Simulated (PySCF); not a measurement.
Al(Me)(F) (CH3AlF), SMILES [CH3][Al+][F], charge +1.

Geometry optimised at ωB97X-D3(BJ)/def2-TZVP. The multiplicity is an assumed one; other spin states were not compared. The isomer is the one that the SMILES or the coordinates give; other isomers of the formula were not compared.

These are IEF-PCM-B3LYP/def2-SVP run with PySCF values and carry that method's errors.

The values are the electrostatic part of the solvation free energy, E(continuum) − E(gas) at the gas-phase geometry, in a cavity of scaled van der Waals radii (PySCF's table); cavitation and dispersion terms are not included. A continuum can't describe solvent molecules that bind to the metal. In vacuum the orbital gap is 7.65 eV.

Computed values in water (ε = 78.36), cyclohexanone (ε = 15.62), dichloromethane (ε = 8.93):
```json
[
 {"solvent": "water", "ε": "78.36", "ΔG(elec) (kcal/mol)": "-74.9", "gap (eV)": "7.76"},
 {"solvent": "cyclohexanone", "ε": "15.62", "ΔG(elec) (kcal/mol)": "-70.7", "gap (eV)": "7.75"},
 {"solvent": "dichloromethane", "ε": "8.93", "ΔG(elec) (kcal/mol)": "-66.8", "gap (eV)": "7.74"}
]
```
